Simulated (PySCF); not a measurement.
Question: Write Cartesian coordinates for `C1C(OC(=O)C(=O)OC)C1` as optimised with PBE0-D3(BJ)/def2-SVP.

Answer: 
```xyz
18
C6H8O4 angstrom
C      3.957   -0.147   -0.009
O      2.684   -0.191    0.611
C      1.649    0.011   -0.189
O      1.711    0.223   -1.367
C      0.342   -0.071    0.611
O      0.282   -0.321    1.781
O     -0.681    0.182   -0.193
C     -1.974    0.139    0.357
C     -2.982   -0.671   -0.387
C     -3.025    0.833   -0.434
H      4.029   -0.903   -0.805
H      4.691   -0.350    0.779
H      4.138    0.843   -0.454
H     -1.978    0.160    1.449
H     -3.735   -1.213    0.191
H     -2.626   -1.187   -1.281
H     -2.696    1.312   -1.360
H     -3.810    1.366    0.108
```

Orientation and origin are arbitrary. Atoms count from 1 in this order. Of the pairs four or more bonds apart, O6···H14 is among the closest relative to their van der Waals radii: 2.33 Å, 86 % of the sum of Bondi's values. O2 (ester single-bonded oxygen) is bent (angle 115.7°). The 4 C–C bonds span 1.487 Å (C8–C10, drawn single) to 1.534 Å (C3–C5, drawn single), a spread of 0.047 Å. The 3-membered ring C8–C9–C10 has internal angles of 59.5° to 60.7°.

Bonds between heavy atoms (Å): C1–O2 1.417, O2–C3 1.323, C3=O4 1.199, C3–C5 1.534, C5=O6 1.198, C5–O7 1.326, O7–C8 1.406, C8–C9 1.492, C9–C10 1.505, C8–C10 1.487.

Method used: PBE0-D3(BJ)/def2-SVP geometry optimisation, gas phase (PySCF 2.14.0).

Point group: C1 (no symmetry element, even within 0.4 Å). No frequency check. One conformer, not necessarily the lowest (C1–O2–C3–O4 0°, O2–C3–C5–O6 -2°, C3–C5–O7–C8 179°, C5–O7–C8–C9 -130°).
